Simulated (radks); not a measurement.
The numbers below are computed, except where a source is named.
Task: All-electron atom: Nb23+ in [Ar]. Code: a radial shooting solver on a logarithmic mesh with Libxc functionals. Model: Dirac Kohn-Sham, relativistic LDA (MacDonald-Vosko exchange, VWN5 correlation), spin-unpolarised, spherical densities, finite nucleus; Fermi nuclear charge, rms radius 4.324 fm.

Spin-orbit splittings of the eigenvalues, e(l+1/2) - e(l-1/2), with zeta = 2 splitting/(2l+1) and mean radii in bohr:

| shell | occ. | splitting (eV) | zeta (eV) | <r> j=l-1/2 | <r> j=l+1/2 |
|---|---|---|---|---|---|
| 2p | 6 | ? | ? | 0.1338 | 0.1381 |
| 3p | 6 | 21.02 | 14.02 | 0.3848 | 0.3920 |
| 3d | 0 | 4.583 | 1.833 | 0.3490 | 0.3512 |

Estimate the 2p splitting.

Result: 96.09 eV (zeta = 64.06 eV).
